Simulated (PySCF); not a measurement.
CH5Ge, SMILES [CH2][GeH3], multiplicity 2.

The structure is a stationary point at PBE-D3(BJ)/def2-TZVP. The isomer is the one that the SMILES or the coordinates give; other isomers of the formula were not compared.

Method: PBE/def2-TZVPD (PySCF).

```json
{
  "total_energy": "-2117.66963 hartree",
  "α spin, highest occupied and lowest empty level": "-5.52 and -0.40 eV",
  "β spin, highest occupied and lowest empty level": "-8.06 and -3.36 eV",
  "dipole_moment": "0.47 D",
  "quadrupole, principal values (traceless, Buckingham form, about the centre of nuclear charge)": "-1.82, 0.77, 1.05 D·Å",
  "mean_static_polarisability": "48.8 bohr³ (7.23 Å³)",
  "polarisability_principal_values": "44.8, 45.7, 55.9 bohr³",
  "⟨S²⟩": "0.754 (pure state 0.75)"
}
```
